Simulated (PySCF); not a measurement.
## Two-component Hartree-Fock for Fe (iron, neutral)

Start: [Ar] 3d5 4s2 5s1; 3d5/2 filled at m_j = -3/2, -1/2, +1/2, +3/2, +5/2; 5s1/2 filled at m_j = +1/2. Calculated with PySCF 2.14 in x2c-SVPall-2c with one added diffuse shell each of s, d type (6s5p4d1f, 48 functions): generalised Hartree-Fock with the X2C-1e Hamiltonian and a Gaussian nucleus; one run each with spin-orbit coupling (SO) switched off, then screened by Boettger's factors. This is a chosen level, not necessarily the ground level.

| spinor shell | electrons | ε, spin-free (eV) | ε, screened SO (eV) | weight of nominal j (screened SO) | rms radius, screened SO (bohr) |
| --- | --- | --- | --- | --- | --- |
| 1s1/2 | 2 | -7186.6 | -7186.6 | 1.000 | 0.0676 |
| 2s1/2 | 2 | -896.43 | -896.42 | 1.000 | 0.288 |
| 2p1/2 | 2 | -762.43 | -771.36 | 0.977 | 0.259 |
| 3s1/2 | 2 | -128.03 | -128.03 | 1.000 | 0.868 |
| 3p1/2 | 2 | -86.951 | -87.519 | 0.663 | 0.928 |
| 3p3/2 | 4 | -86.951 | -86.676 | 0.832 | 0.932 |
| 3d5/2 | 5 | -31.452 | -31.451 | 0.591 | 1.10 |
| 4s1/2 | 2 | -12.630 | -12.630 | 1.000 | 2.95 |
| 5s1/2 | 1 | -2.524 | -2.524 | 1.000 | 8.56 |

(1) Where does 2p3/2 lie, and what is the 2p spin-orbit splitting (screened SO)?

| quantity | spin-free | screened SO |
| --- | --- | --- |
| E (hartree) | -1270.91558 | -1270.92950 |
| M_J | 3 | 3 |
| ⟨J²⟩ | 12.003 | 12.003 |
| ⟨L²⟩ | 0.000 | 0.002 |
| ⟨S²⟩ | 12.003 | 12.000 |

Each row is a mean over spinors that exchange with the open shell spreads, by up to 15.594 eV (3p3/2).

Rows whose weight is well below 1 are mixtures of j = l ± 1/2: exchange outweighs spin-orbit coupling there, and the label is only the starting occupation.

Without spin-orbit coupling the j labels of p, d and f shells carry no meaning; the spin-free column gives the mean over the occupied spinors of each nl shell.

## Answers

(1) At -758.04 eV, 13.323 eV above 2p1/2.
